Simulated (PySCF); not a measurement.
C2H6N2Si, SMILES C#C[SiH](N)N. Geometry: PBE0-D3(BJ)/def2-SVP. The structure was generated by enumeration, and PubChem lists no compound with its InChIKey, so it may never have been made. One conformer was computed; it need not be the lowest.

All values below come from PBE0-D3(BJ)/def2-SVP (PySCF).

Harmonic wavenumbers (cm⁻¹): 129, 165, 216, 253, 334, 359, 380, 403, 441, 598, 736, 744, 757, 776, 824, 894, 902, 961, 1530, 1538, 2161, 2216, 3474, 3612, 3620, 3716, 3727. Rotational constants (GHz): 6.219, 2.780, 2.127; symmetry number 1.

**Question.** Work out the zero-point energy and the ideal-gas rigid-rotor harmonic-oscillator thermochemistry at 298.15 K and 1 atm.

**Answer.** ZPE = ½ Σ hcν = ½ × 35467 cm⁻¹ = 212.14 kJ/mol. H − E(el) = 234.45 kJ/mol. Entropy in J/(mol K): translation 164.32, rotation 111.18, vibration 68.55, total 344.05. G − E(el) = 131.87 kJ/mol. Cp = 121.33 J/(mol K). Modes under 150 cm⁻¹ make the vibrational entropy uncertain.
